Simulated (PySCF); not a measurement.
A GIAO shielding run with PySCF (density fitting, non-relativistic, gas phase) on SMILES ClB(CCCl)Cl, C2H4BCl3:

```
$ OMP_NUM_THREADS=1 python probes_run.py task.json out

{"job": {"kind": "nmr", "xc": "B97-D", "basis": "pcSseg-2", "pop": false}, "charge": 0, "multiplicity": 1}
Cl    -2.721608    -0.043966     0.432109
C     -1.004849    -0.549879     0.460956
C     -0.105971     0.498167    -0.156188
B      1.424602     0.177251    -0.172972
Cl     2.559411     1.354918    -0.799639
Cl     2.062149    -1.346167     0.417942
H     -0.745439    -0.738852     1.511356
H     -0.943608    -1.505404    -0.076949
H     -0.410921     0.699614    -1.199666
H     -0.237993     1.468471     0.355785
```

Hardware: 1 thread of an Arm Neoverse V1, shared host.

(1) How large is the calculation?

(2) How long does it take, and how much memory does it need?

(3) And these other runs on the same molecule and hardware: GIAO shielding at B3LYP/pcSseg-2; GIAO shielding at BLYP/pcSseg-2; GIAO shielding at BP86/pcSseg-2; GIAO shielding at HF/pcSseg-2; GIAO shielding at KT2/pcSseg-2; GIAO shielding at KT3/pcSseg-2?

Results:

(1) 72 electrons, 293 basis functions and 899 auxiliary functions.

(2) 50 s of wall time, with 14 SCF cycles; peak memory 0.95 GiB. Times on a shared host scatter by some tens of per cent.

(3) B3LYP/pcSseg-2: 293 functions, 43 s; BLYP/pcSseg-2: 293 functions, 53 s; BP86/pcSseg-2: 293 functions, 51 s; HF/pcSseg-2: 293 functions, 27 s; KT2/pcSseg-2: 293 functions, 54 s; KT3/pcSseg-2: 293 functions, 53 s.
